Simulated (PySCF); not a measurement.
## State search for CaAs

Unrestricted PBE0; basis Ca def2-SVPD, As def2-SVPD; no relativity; PySCF 2.14. Outer shells of the fragments: Ca 4s2; As 3d10 4s2 4p3.

Followed along the bond (rough minima from three points):

```tsv
2Ms+1	unpaired	⟨S²⟩ at the start	R at minimum (Å)	Te (eV)
4	σ ↑, π ↑↑	3.75	2.87	0.00
2	π ↑	1.04	2.61	0.06
2	σ ↓, π ↑↑	1.76	2.85	0.07
2	σ ↑, π ↑↓	1.76	2.85	0.36
4	σ ↑↑, π ↑	3.75	2.69	0.76
```

Solutions found at the starting distance of 2.765 Å, counted from the lowest of them; the search is not exhaustive and high or unbound solutions are not listed, so other states can lie among these:

| 2Ms+1 | unpaired | term | E (eV) | ⟨S²⟩ | ⟨Lz²⟩ | μ (D) |
| --- | --- | --- | --- | --- | --- | --- |
| 4 | σ ↑, π ↑↑ | ⁴Σ⁻ | 0.00 | 3.75 | 0.00 | -3.21 |
| 2 | σ ↓, π ↑↑ | mixed | 0.06 | 1.76 | 0.00 | -3.34 |
| 2 | π ↑ | ²Π | 0.12 | 1.04 | 1.01 | -7.08 |
| 2 | σ ↑, π ↑↓ | mixed | 0.36 | 1.76 | 2.01 | -3.25 |
| 4 | σ ↑↑, π ↑ | ⁴Π | 0.74 | 3.75 | 1.02 | -3.47 |
| 2 | σ ↑ | mixed | 1.32 | 0.75 | 2.01 | -3.05 |
| 4 | π ↑↑↑ | ⁴Π | 1.56 | 3.75 | 1.00 | -2.76 |
| 4 | π ↑↑, δ ↑ | ⁴Δ | 2.01 | 3.76 | 4.00 | -6.79 |
| 2 | π ↑↑, δ ↓ | mixed | 2.04 | 1.79 | 4.00 | -6.45 |

A term symbol is given only where ⟨S²⟩ and ⟨Lz²⟩ are close to those of a pure state; real π, δ and φ orbitals otherwise mix terms. A positive dipole means Ca(−)As(+).

Compare the gap between the two lowest followed solutions at the starting distance with the gap between their minima.

At PBE0 the second solution (doublet, unpaired electrons π ↑) lies +0.12 eV from the first (quartet, unpaired electrons σ ↑, π ↑↑) at 2.765 Å and +0.06 eV at the minima; the two curves relax by different amounts, since their minima lie near 2.61 and 2.87 Å.

Spin–orbit coupling is left out.
